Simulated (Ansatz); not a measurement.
Isolated molecules relaxed with PBE0-D4/def2-TZVP in Ansatz; ΔE leaves out vibrations. CCSD(T)/CBS adds triple-zeta CCSD(T) − MP2 to the extrapolated MP2 energy (def2 sets, frozen cores). This one scheme is used for every species. Each species was taken in one conformer, which may not be the lowest.

Reaction (silylene formation by 1,1-elimination): `O[Si@H](Cl)[Si@H](F)Cl` → `O[SiH](Cl)Cl` + `F[SiH]`

`O[Si@H](Cl)[Si@H](F)Cl`:

Z-matrix (Å, degrees):
```
Si
Cl 1 2.061
Si 1 2.349 2 105.3
O 1 1.634 2 111.7 3 -120.7
H 1 1.477 2 108.2 3 122.6
F 3 1.600 1 106.8 2 -78.5
Cl 3 2.046 1 109.7 2 164.7
H 3 1.480 1 116.4 2 41.9
H 4 0.959 1 118.6 2 66.2
```

`O[SiH](Cl)Cl`:

Cartesian coordinates in Å:
```
O 1.077 -0.593 0.534
Si -0.057 0.332 -0.165
Cl -1.583 0.735 1.130
Cl -0.865 -0.596 -1.794
H 0.836 -1.459 0.869
H 0.592 1.582 -0.575
```

`F[SiH]`:

```xyz
3

F    -0.424   -0.520   -1.044
Si   -0.477    0.455    0.239
H     0.901    0.065    0.805
```

| species | CCSD(T)/CBS(def2) energy (Eh) |
| --- | --- |
| `O[Si@H](Cl)[Si@H](F)Cl` | -1674.70446 |
| `O[SiH](Cl)Cl` | -1285.17016 |
| `F[SiH]` | -389.46371 |

Problem. Work out ΔE.

Solution. ΔE = (-1285.17016) + (-389.46371) − (-1674.70446) = 0.07059 Eh = +185.3 kJ/mol.

Largest T1 diagnostic among the species: 0.015.

The D4 term adds +15.2 kJ/mol with B3LYP and +8.6 kJ/mol with PBE0; it sums over pairs of atoms, weighted by their polarisabilities, and B3LYP, whose exchange is more repulsive, gets the larger term. In def2-TZVPP, CCSD(T) changes the Hartree–Fock value by +10.3 kJ/mol (the triples alone add +3.4 kJ/mol) and MP2 by +22.0 kJ/mol.

B3LYP here is the variant with VWN-RPA as its local correlation; programs differ in this.
